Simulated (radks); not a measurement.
Valence configurations of Al II (all share [Ne]). All-electron calculation, scalar-relativistic Kohn-Sham, PBEsol, spin-polarised, spherical densities, finite nucleus; open shells are filled with parallel spins first; Fermi nuclear charge, rms radius 3.061 fm. Program: a radial shooting solver on a logarithmic mesh with Libxc functionals. Energies are relative to 3s2; eigenvalues in eV for spin up.

3s2: E (eV) 0.000; moment (Bohr magnetons) 0; e(3s) -14.774
3s1 3p1: E (eV) 4.562; moment (Bohr magnetons) 2; e(3p) -10.440; e(3s) -16.402
3p2: E (eV) 10.539; moment (Bohr magnetons) 2; e(3p) -11.037
3s1.5 3p0.5: E (eV) 2.578; moment (Bohr magnetons) 1; e(3p) -9.852; e(3s) -15.691
3s0.5 3p1.5: E (eV) 7.547; moment (Bohr magnetons) 2; e(3p) -10.748; e(3s) -16.725

NIST lists [Ne] 3s2 as the ground configuration; this level of theory agrees among the configurations tried. The energies are those of spherical high-spin densities, not of single terms.
